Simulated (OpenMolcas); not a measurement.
# Ti3+: moving the ligands

Ti3+ with 6 ligands (chloride) in trigonal prismatic coordination (D3h) at 2.43 Å, a polar angle of 45.7° against the regular 49.1°. A charge of +0.5 e stands 2.6 Å behind each ligand. Ligand basis ANO-RCC-VDZP.
```
Ti    0.0000    0.0000    0.0000
Cl    1.7380    0.0000    1.6983
Cl   -0.8690    1.5052    1.6983
Cl   -0.8690   -1.5052    1.6983
Cl    1.7380    0.0000   -1.6983
Cl   -0.8690    1.5052   -1.6983
Cl   -0.8690   -1.5052   -1.6983
```

* Program: OpenMolcas 26.06
* Method: CASSCF
* Basis: ANO-RCC-VTZP [6s5p3d2f1g]
* Scalar Hamiltonian: DKH2, point nucleus
* Active space: 1 electron in 5 orbitals (3d)
* State averaging: 2S+1 = 2 even, 5 roots
* Spin-orbit coupling: RASSI with atomic mean-field integrals over the reference wave functions

Runs around this geometry, states (labels of D3, the rotations of D3h). Energies in cm-1 above the lowest state or level, χT in cm3 K/mol.

```
R (Å)  Polar angle / regular  Ground state  First state of that spin  First gap with spin-orbit (degeneracies)  χT at 300 K
 2.37                   0.93           2A1                  2E 729.4                              608.8 (2, 2)        0.392
 2.43                   0.93           2A1                  2E 317.7                              194.3 (2, 2)        0.431
 2.57                   0.93            2E                 2A1 349.1                              262.0 (2, 2)        0.517
 2.43                  0.977           2A1                  2E 792.4                              669.8 (2, 2)        0.392
```

The ground state changes within this set.

Ligand-to-metal charge-transfer states are missing. With metal d orbitals alone and no dynamic correlation the field as a rule comes out too small, by tens of per cent, by up to half for chloride and softer ligands. An orbital doublet at a regular site is open to a Jahn-Teller distortion, which this geometry leaves out (holds for R = 2.57, ratio = 0.93). No measured value stands beside these numbers; the geometry is a model, was not optimised and need not be the one that this ion takes.
